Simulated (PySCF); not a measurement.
**Energy of Mo²⁺ (molybdenum, charge +2) between two integer charges**

The 4d alpha orbital of [Kr] 4d4 is emptied in steps (occupation f), with all orbitals relaxed, ending at [Kr] 4d3. All numbers are calculated (PySCF 2.14, a scalar-relativistic core potential, in def2-TZVPPD with the def2 core potential (28 electrons) (6s4p3d2f1g, 56 functions)). The exact energy is a straight line in f; departures are measured from the line between the end points of the same method.

```csv
f,MN15 (eV)
1,0.000
0.8,-0.557
0.6,-0.836
0.4,-0.834
0.2,-0.554
0,0.000
```

Q: For MN15, how does the orbital energy at f = 1 compare with the removal energy?

A: −ε = 23.736 eV against a total-energy difference of 27.210 eV. By Janak's theorem ε = ∂E/∂f, so the gap between them reflects the curvature. Along the path −ε is 25.118 (f = 0.8), 26.515 (f = 0.6), 27.916 (f = 0.4), 29.301 (f = 0.2) eV.

Reference removal energy between the ground levels: 27.13 ± 0.12 eV (semi-empirical (NIST evaluation); NIST Atomic Spectra Database, ionization energies). The calculation has no spin-orbit coupling. The determinant left behind need not be the lowest term of the ion.
